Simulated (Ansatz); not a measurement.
Potential energy curve for ClBe (cation, charge +1), lowest triplet found (which spin is the ground state isn't settled by this scan).

- UKS-PBE = unrestricted PBE/cc-pVDZ (Ansatz, a program for electronic structure)
- UKS-B3LYP = unrestricted B3LYP/cc-pVDZ (Ansatz)
- FCI = full CI/cc-pVDZ, frozen core (Ansatz)

Energies relative to the lowest point of each curve between 1.71 and 2.47 Å, where full CI is lowest, in kJ/mol; the last columns give the error against full CI:

```tsv
R / Å	UKS-PBE	UKS-B3LYP	FCI	UKS-PBE − FCI	UKS-B3LYP − FCI
1.41	485.2	482.2	495.9	-10.7	-13.8
1.54	249.5	246.8	252.4	-2.8	-5.6
1.63	151.3	148.9	150.8	0.5	-1.9
1.71	93.1	91.0	90.8	2.2	0.2
1.81	46.5	45.0	43.4	3.1	1.6
1.89	23.9	22.8	20.9	2.9	1.9
1.93	16.1	15.2	13.4	2.7	1.8
2.01	5.8	5.3	4.1	1.7	1.3
2.04	3.4	3.1	2.1	1.3	1.0
2.12	0.0	0.0	0.0	0.0	0.0
2.22	0.2	0.5	2.0	-1.8	-1.5
2.37	6.2	6.7	10.8	-4.5	-4.1
2.47	12.4	12.8	18.5	-6.1	-5.7
2.70	29.2	28.9	37.7	-8.5	-8.8
2.91	44.9	43.5	53.9	-9.1	-10.5
3.19	63.3	60.4	71.1	-7.8	-10.7
3.47	77.8	73.6	83.1	-5.3	-9.5
3.88	92.1	87.0	93.9	-1.8	-6.9
4.32	100.4	95.8	—	—	—
4.96	104.7	102.0	—	—	—
5.77	104.0	104.0	—	—	—
6.70	100.4	103.2	—	—	—
```

UKS-PBE is furthest from FCI at 1.41 (-10.7 kJ/mol, below); its mean absolute error over the points is 4.1 kJ/mol.

UKS-B3LYP is furthest from FCI at 1.41 (-13.8 kJ/mol, below); its mean absolute error over the points is 4.8 kJ/mol.

Dashes: no converged value, or the column stops at the first point that the program doubted or that broke a chosen test of continuity, which isn't proof of a fault.
